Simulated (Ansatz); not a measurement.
`[OH][Hf]([OH])([OH])[Cl]`, charge 0, multiplicity 1.

(1) Give a relaxed structure at PBE0-D4/def2-TZVP (Ansatz). (An estimate is asked.)

Results:

(1) Computed: 
Z-matrix (Å, degrees):
```
Hf
O 1 1.916
O 1 1.916 2 110.0
O 1 1.916 2 110.0 3 121.2
Cl 1 2.378 2 109.0 3 -119.4
H 2 0.951 1 160.0 3 -127.6
H 3 0.951 1 159.9 2 -7.0
H 4 0.951 1 159.8 2 -128.0
```
Point group C3.
